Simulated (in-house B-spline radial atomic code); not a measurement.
Ga⁸⁺. Computed with a B-spline radial atomic code. Model: all-electron spherical atom, spin shells full or empty, radial basis limit, no spin-orbit coupling, Breit or QED, empty-state partial waves extrapolated as (l+1/2)^-4, RPA, G0W0 and static COHSEX of the highest shell as one setting changes (uncorrelated shells keep exact exchange).

Given: element Ga; charge 8; filled core Ar; hamiltonian one-electron scalar X2C; mean-field start Hartree-Fock; highest l of empty states 9; nuclear rms radius 3.9973 fm; highest mean-field shell 3d up.

Shell: 3d 5 0 (electrons up and down).

```json
{"lowest nl shells left uncorrelated": "0", "RPA correlation energy (hartree)": "-1.499", "G0W0 level (eV)": "-212.41", "G0W0 minus most complete (meV)": "0", "COHSEX level (eV)": "-215.98", "linearised minus solved G0W0 (meV)": "-0.1"}
{"lowest nl shells left uncorrelated": "1", "RPA correlation energy (hartree)": "-1.351", "G0W0 level (eV)": "-212.41", "G0W0 minus most complete (meV)": "0.7", "COHSEX level (eV)": "-215.98", "linearised minus solved G0W0 (meV)": "-0.1"}
{"lowest nl shells left uncorrelated": "2", "RPA correlation energy (hartree)": "-1.1858", "G0W0 level (eV)": "-212.37", "G0W0 minus most complete (meV)": "35.7", "COHSEX level (eV)": "-215.93", "linearised minus solved G0W0 (meV)": "-0.1"}
{"lowest nl shells left uncorrelated": "3", "RPA correlation energy (hartree)": "?", "G0W0 level (eV)": "?", "G0W0 minus most complete (meV)": "?", "COHSEX level (eV)": "?", "linearised minus solved G0W0 (meV)": "?"}
{"lowest nl shells left uncorrelated": "4", "RPA correlation energy (hartree)": "?", "G0W0 level (eV)": "?", "G0W0 minus most complete (meV)": "?", "COHSEX level (eV)": "?", "linearised minus solved G0W0 (meV)": "?"}
{"lowest nl shells left uncorrelated": "5", "RPA correlation energy (hartree)": "-0.13706", "G0W0 level (eV)": "-213.15", "G0W0 minus most complete (meV)": "-743.7", "COHSEX level (eV)": "-214.95", "linearised minus solved G0W0 (meV)": "0"}
```

What follows for lowest nl shells left uncorrelated = 4?

RPA correlation energy -0.57386 hartree; G0W0 level -212.41 eV; G0W0 minus most complete -3.9 meV; COHSEX level -215.76 eV; linearised minus solved G0W0 -0.1 meV.

What follows for lowest nl shells left uncorrelated = 3?

RPA correlation energy -0.72782 hartree; G0W0 level -212.25 eV; G0W0 minus most complete 158.4 meV; COHSEX level -215.88 eV; linearised minus solved G0W0 -0.1 meV.
